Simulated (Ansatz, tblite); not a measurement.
Forces on the cluster Ca₄Te₄ at its r2SCAN-D4/def2-SVP geometry. The state is a singlet with charge 0.

In the def2 sets Te takes a core potential; there is no spin–orbit coupling. The xTB rows come from tblite. Another isomer (singlet) lies 3.76 eV lower at PBE0-D4/def2-TZVP; other spin states weren't run for this one.

GFN1-xTB (tblite), largest force 0.92 eV/Å:

```xyz
8
positions Å, forces eV/Å
Ca    1.584   -2.599   -1.268   -0.070    0.115    0.059
Ca   -2.878   -1.513   -0.482    0.126    0.069    0.018
Ca    2.879    1.506    0.498   -0.126   -0.067   -0.022
Ca   -1.585    2.607    1.251    0.070   -0.117   -0.055
Te    3.833   -0.882   -0.779   -0.879    0.188    0.210
Te   -3.848    0.996    0.523    0.887   -0.243   -0.086
Te    1.125    3.476    1.635   -0.261   -0.783   -0.408
Te   -1.109   -3.591   -1.377    0.254    0.839    0.284
```

GFN2-xTB (tblite), largest force 0.38 eV/Å:

```
Ca -0.181 0.296 0.148
Ca 0.328 0.175 0.052
Ca -0.329 -0.172 -0.057
Ca 0.181 -0.299 -0.142
Te -0.170 0.033 0.049
Te 0.173 -0.052 -0.007
Te -0.051 -0.149 -0.090
Te 0.049 0.168 0.046
```

PBE-D4/def2-TZVP (Ansatz), largest force 0.01 eV/Å:

```
Ca 0.007 -0.012 -0.005
Ca -0.012 -0.006 -0.003
Ca 0.012 0.006 0.003
Ca -0.007 0.011 0.006
Te 0.012 -0.001 -0.006
Te -0.012 0.004 -0.001
Te 0.004 0.010 0.008
Te -0.003 -0.013 -0.002
```
